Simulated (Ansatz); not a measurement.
AgCl, SMILES [Cl][Ag], multiplicity 1.

The structure is a stationary point at B3LYP-D3(BJ)/def2-TZVPD. The spin state was assumed, not searched. The def2 effective core potentials stand for the cores of Ag; spin–orbit coupling is left out.

Two levels are set side by side: PBE/def2-TZVPD (Ansatz, a program for electronic structure) and ωB97X-V/def2-TZVPD (Ansatz). Energy differences of separate SCF runs at the same geometry; the states with an electron removed or added have multiplicity 2 and 2. Differences are taken from unrounded values.

```csv
quantity,PBE
vertical ionisation energy (eV),10.05
vertical electron affinity (eV),1.53
vertical singlet–triplet gap (eV),2.76
```

Task: These are the PBE values. What does ωB97X-V give? (An estimate is asked for; the answer gives what the named calculation found.)

Result: 
| quantity | ωB97X-V | PBE minus ωB97X-V |
|---|---|---|
| vertical ionisation energy (eV) | 9.96 | 0.09 |
| vertical electron affinity (eV) | 1.32 | 0.22 |
| vertical singlet–triplet gap (eV) | 3.27 | -0.51 |
